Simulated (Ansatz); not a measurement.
Calculated with Ansatz (gas phase, PBE0-D4/def2-TZVP geometries, no zero-point term in ΔE). CCSD(T)/CBS is the MP2 limit (def2-TZVPP, def2-QZVPP) plus CCSD(T) − MP2 in def2-TZVPP, frozen cores. This one scheme is used for every species. DFT in def2-TZVPP. HSE06 is defined as in plane-wave codes. For Ge outer-core shells are correlated without core-valence functions, which leaves a few kJ/mol of doubt a bond. Scalar relativity is left out up to krypton. One conformer a species, not always the lowest.

`[OH][GeH2][SH]` + `SS` → `[OH][GeH2][S]S` + H₂S  (ligand exchange at a Ge–S bond)

```csv
level,ΔE (kcal/mol),difference from CCSD(T)/CBS
revPBE-D4,-0.7,-0.1
r2SCAN-D4,-0.2,0.4
B97M-V,0.0,0.6
r2SCAN0-D4,0.0,0.6
HSE06-D4,-0.1,0.5
ωB97M-V,-0.1,0.5
B2PLYP,0.3,0.9
PBE-QIDH,0.1,0.7
r2SCAN,0.1,0.7
r2SCAN0,0.3,0.9
HSE06,0.7,1.3
CAM-B3LYP,0.9,1.5
HF/def2-TZVPP,1.8,2.4
CCSD/def2-TZVPP,0.1,0.7
CCSD(T)/def2-TZVPP,-0.4,0.2
MP2/CBS(def2),-0.9,-0.3
CCSD(T)/CBS,-0.6,0
```

(1) What do rigid-rotor, harmonic-oscillator terms from PBE0-D4/def2-TZVP frequencies (298.15 K, 1 bar) make of the CCSD(T)/CBS value? (Best estimate.)

Largest T1 diagnostic among the species: 0.012.

## Answers

(1) The calculation gave: ΔZPE = -0.8 kcal/mol, ΔH = -0.8 kcal/mol, ΔS = -3 J/(mol·K), ΔG = -0.6 kcal/mol.

The D4 term adds −1.5 kcal/mol with B3LYP and −0.8 kcal/mol with PBE0; it sums over pairs of atoms, weighted by their polarisabilities, and B3LYP, whose exchange is more repulsive, gets the larger term. Leaving LDA and LC-ωPBE aside and taking each functional with its dispersion term where it has one, the values, not all of them listed here, spread over 1.2 kcal/mol, from BLYP-D4 to B2PLYP. LDA lies −1.0 kcal/mol from PBE without D4. In def2-TZVPP, CCSD(T) changes the Hartree–Fock value by −2.2 kcal/mol (the triples alone add −0.5 kcal/mol) and MP2 by −2.5 kcal/mol.

B3LYP here is the variant with VWN-RPA as its local correlation; programs differ in this.
